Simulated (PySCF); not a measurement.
Correlation energy of Si⁺ (silicon, charge +1)

[Ne] 3s2 3p1, 2P determinant. All numbers are calculated (PySCF 2.14, scalar relativity by spin-free X2C-1e, in x2c-QZVPPall with one added diffuse shell each of s, p, d, f type (10s7p5d3f1g, 86 functions)). Frozen: [Ne]; 3 electrons correlated.

| level | correlation energy (mhartree) |
| --- | --- |
| CCSD | -60.07 |
| (T) | -1.20 |
| CCSD(T) | -61.27 |

Diagnostics: T1 = 0.015, D1 = 0.0326, largest double amplitude 0.103.

Cost of the coupled-cluster step: about 17 core-seconds, for 3 correlated electrons.
